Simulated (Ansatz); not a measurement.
`[F][GaH][F]` + HI → `[F][GaH][I]` + H–F at 298.15 K and 1 bar (ligand exchange at a Ga–F bond).

Calculated with Ansatz (gas phase, PBE0-D4/def2-TZVP geometries, no zero-point term in ΔE). CBS: MP2 limit from def2 TZ/QZ plus the TZ coupled-cluster correction, frozen cores. This one scheme is used for every species. def2 core potentials past Kr. For Ga, I outer-core shells are correlated without core-valence functions, which leaves a few kJ/mol of doubt a bond. Scalar relativity is left out up to krypton.

| species | CCSD(T)/CBS energy (Eh) | H − E (kJ/mol) | S (J/(mol·K)) |
| --- | --- | --- | --- |
| `[F][GaH][F]` | -2124.20216 | 41.5 | 277.7 |
| HI | -298.03592 | 22.7 | 206.5 |
| `[F][GaH][I]` | -2321.86103 | 39.3 | 314.5 |
| H–F | -100.39570 | 33.5 | 173.6 |

H − E and S are ideal-gas, rigid-rotor, harmonic terms from PBE0-D4/def2-TZVP. 1 Eh = 2625.50 kJ/mol, R = 8.31446 J/(mol·K).

Question: By hand: ΔE, ΔH, ΔS and ΔG.

Answer: ΔE = (-2321.86103) + (-100.39570) − (-2124.20216) − (-298.03592) = -0.01865 Eh = -49.0 kJ/mol. Δ(H − E) = 39.3 + 33.5 − 41.5 − 22.7 = 8.6, so ΔH = -40.4 kJ/mol. ΔS = 314.5 + 173.6 − 277.7 − 206.5 = 3.9 J/(mol·K). ΔG = -40.4 − 298.15 × (3.9)/1000 = -41.6 kJ/mol.

Question: By hand: the equilibrium constant, and the temperature at which ΔG would vanish if ΔH and ΔS stayed fixed.

Answer: log₁₀ K = −ΔG/(RT ln 10) = 7.3. ΔH and −TΔS have one sign here, so there is no such temperature.

The number of gas molecules stays the same, so ΔS is small and ΔH decides. A doubt of 5 kJ/mol in ΔE shifts log₁₀ K by 0.9 here. These are equilibria of isolated gas molecules and say nothing of rates. Largest T1 diagnostic: 0.015 (customary marks: 0.02 for closed shells, 0.045 for open ones).

ΔS is within the doubt of such terms, so its sign, and with it that verdict, could turn.
